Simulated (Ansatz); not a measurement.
Reaction (substitution at a C–C bond): `CC(O)(F)CO` + H₂Se → `CC(O)(F)[SeH]` + CH₃OH

Program: Ansatz. Geometries: PBE0-D4/def2-TZVP. ΔE: electronic, gas phase. CBS: MP2 limit from def2 TZ/QZ plus the TZ coupled-cluster correction, frozen cores. This one scheme is used for every species. For Se outer-core shells are correlated without core-valence functions, which leaves a few kJ/mol of doubt a bond. Scalar relativity is left out up to krypton. Each species was taken in one conformer, which may not be the lowest.

| species | HF/def2-TZVPP energy (Eh) |
| --- | --- |
| `CC(O)(F)CO` | -367.00588 |
| H₂Se | -2401.00417 |
| `CC(O)(F)[SeH]` | -2652.89630 |
| CH₃OH | -115.09501 |

Work out ΔE.

ΔE = (-2652.89630) + (-115.09501) − (-367.00588) − (-2401.00417) = 0.01874 Eh = +0.51 eV. CCSD(T)/CBS gives +0.40 eV.

Largest T1 diagnostic among the species: 0.011.

From PBE to PBE0 (25 % exact exchange), in def2-TZVPP and without D4, ΔE moves by +0.08 eV. In def2-TZVPP, CCSD(T) changes the Hartree–Fock value by −0.08 eV (the triples alone add −0.03 eV) and MP2 by −0.14 eV.
